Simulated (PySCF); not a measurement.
## Peak assignment

Bonds (- single, = double, # triple, : aromatic): C1-C2, C2-C3, C3=O4, C2-O5, O5-Si6, Si6-N7, N7-C8, N7-Si9. C1 carries H10, H11, H12; C2 carries H13; C3 carries H14; Si6 carries H15, H16; C8 carries H17, H18, H19; Si9 carries H20, H21, H22. Stereochemistry as in C[C@H](C=O)O[SiH2]N(C)[SiH3]. H15 is pro-R; H16 is pro-S.

PySCF 2.14.0 with density-fitted response routines calculation with NMR shieldings at PBE0/pcSseg-1/GIAO and GFN2-xTB geometry; equivalent nuclei averaged, in vacuum, no relativistic terms, a single conformation.

Scale: 13C and 1H against TMS (reference shieldings calculated alike).

Problem. Assign these signals to the numbered atoms. 13C{1H} NMR (computed): δ 209.8, 80.7, 32.9, 18.8.

Solution. 
| δ (ppm) | atoms | environment | reason |
| --- | --- | --- | --- |
| 209.8 | C3 | aldehyde carbonyl carbon | low-lying n→π* states of the double bond to the heteroatom give a large paramagnetic term (-275 ppm) |
| 80.7 | C2 | sp3 CH bonded to O, α to a carbonyl | pulled downfield by the heteroatom |
| 32.9 | C8 | methyl carbon bonded to N | pulled downfield by the heteroatom |
| 18.8 | C1 | methyl carbon | a saturated carbon with 1 carbon neighbour and no heteroatom attached |

Problem. Assign these signals to the numbered atoms. 1H NMR (500 MHz, computed): δ 9.70 (d, 1H), 5.34 (m, 1H), 5.33 (m, 1H), 4.90 (m, 1H), 4.57 (s, 3H), 2.82 (s, 3H), 1.46 (d, 3H).

Solution. 
| δ (ppm) | atoms | environment | reason |
| --- | --- | --- | --- |
| 9.70 | H14 | hydrogen on an aldehyde carbonyl carbon | deshielded by the polar, anisotropic C=O bond |
| 5.34 | H15 | hydrogen on a silicon bonded to N, O | – |
| 5.33 | H16 | hydrogen on a silicon bonded to N, O | – |
| 4.90 | H13 | hydrogen on an sp3 CH bonded to O, α to a carbonyl | its carbon carries O, an electronegative neighbour |
| 4.57 | H20/H21/H22 | hydrogen on a silicon bonded to N | – |
| 2.82 | H17/H18/H19 | hydrogen on a methyl carbon bonded to N | its carbon carries N, which withdraws density |
| 1.46 | H10/H11/H12 | hydrogen on a methyl carbon | – |

H15 and H16 lie closer than the usual error of such a calculation, so a measured spectrum could show them in the other order.

Shifts are as computed. Against solution values, carbons near 30 ppm lie about +3 ppm off and those near 130 ppm about +5 ppm. Of 1309 compounds with measured shifts, 239 miss one by over three times the rms of a fit or turn the order of signals round; such compounds aren't used in these exercises. Multiplicities follow the n + 1 count of equivalent neighbours, as no J values were calculated; m marks all less simple cases, F and P coupling included.
